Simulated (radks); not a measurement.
The numbers below are computed, except where a source is named.
Effect of the nuclear size on the cerium ion Ce21+, [Kr] 4d1. Level of theory: Dirac Kohn-Sham, BLYP, spin-unpolarised, spherical densities, finite nucleus; open shells fill j = l - 1/2 first; Fermi nuclear charge, rms radius 4.8771 fm (a radial shooting solver on a logarithmic mesh with Libxc functionals). The rms radius is varied about that value; shifts are against it.

| rms radius (fm) | total energy shift (eV) | density at nucleus (e/bohr^3) | 1s1/2 shift (meV) | 2s1/2 shift (meV) | 4s1/2 shift (meV) | 4p1/2 shift (meV) | 4d3/2 shift (meV) | 5s1/2 (empty) shift (meV) | 5p1/2 (empty) shift (meV) |
|---|---|---|---|---|---|---|---|---|---|
| 4.3114 | -2.29 | 3.932e+05 | -949 | -116 | -6.45 | 0.301 | 0.429 | -2.40 | 0.093 |
| 4.5845 | -1.21 | 3.883e+05 | -503 | -61.5 | -3.41 | 0.160 | 0.227 | -1.27 | 0.049 |
| 4.8771 | 0 | 3.833e+05 | 0.000 | 0.000 | 0.000 | 0.000 | 0.000 | 0.000 | 0.000 |
| 5.3648 | 2.15 | 3.758e+05 | 892 | 109 | 6.06 | -0.283 | -0.403 | 2.26 | -0.087 |
| 6.0037 | 5.21 | 3.671e+05 | 2160 | 265 | 14.7 | -0.685 | -0.977 | 5.47 | -0.212 |

Slopes of the eigenvalues against <r^2> in GHz/fm^2, as finite differences over the two radii next to the reference (eigenvalue slopes, not the field-shift constants of lines): 1s1/2 43500, 2s1/2 5320, 4s1/2 295, 4p1/2 -13.8, 4d3/2 -19.6, 5s1/2 (empty) 110, 5p1/2 (empty) -4.26.
